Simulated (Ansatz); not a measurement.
Isolated molecules relaxed with PBE0-D4/def2-TZVP in Ansatz; ΔE leaves out vibrations. CCSD(T)/CBS is the MP2 limit (def2-TZVPP, def2-QZVPP) plus CCSD(T) − MP2 in def2-TZVPP, frozen cores. This one scheme is used for every species, atoms too. Functionals use def2-TZVPP. Open shells (•) are unrestricted, without spin–orbit coupling. Spin–orbit coupling would lower the free atoms: a little for C, O, Si. One conformer a species, not always the lowest.

`CO[SiH2][SiH3]` → C• + 8 H• + O• + 2 Si•  (atomization)

```tsv
level	ΔE (kJ/mol)
LDA (SPW92)	4459.2
BHLYP	3889.1
CCSD/def2-TZVPP	3856.8
HF/CBS(def2)	2999.0
```

Question: What does CCSD(T)/CBS give? (An estimate is asked.)

Answer: Ansatz gave: +3996.9 kJ/mol. The listed levels differ from it by 462.3, -107.8, -140.1, -997.9 kJ/mol.

Largest T1 diagnostic among the species: 0.012.

The D4 term adds +35.8 kJ/mol with B3LYP and +18.9 kJ/mol with PBE0; it sums over pairs of atoms, weighted by their polarisabilities, and B3LYP, whose exchange is more repulsive, gets the larger term. Leaving LDA and LC-ωPBE aside and taking each functional with its dispersion term where it has one, the values, not all of them listed here, spread over 99.4 kJ/mol, from revPBE-D4 to ωB97X-V. LDA lies +495.9 kJ/mol from PBE without D4, its usual overbinding. From PBE to PBE0 (25 % exact exchange), in def2-TZVPP and without D4, ΔE moves by −31.5 kJ/mol: exact exchange takes away binding that semilocal exchange gives to molecules.

B3LYP here is the variant with VWN-RPA as its local correlation; programs differ in this.

For atomizations the MP2-based limit and the directly extrapolated one differ by several kJ/mol either way, and by 10 to 25 for some Ge, Se and Sn compounds, so smaller differences from it don't rank the levels.
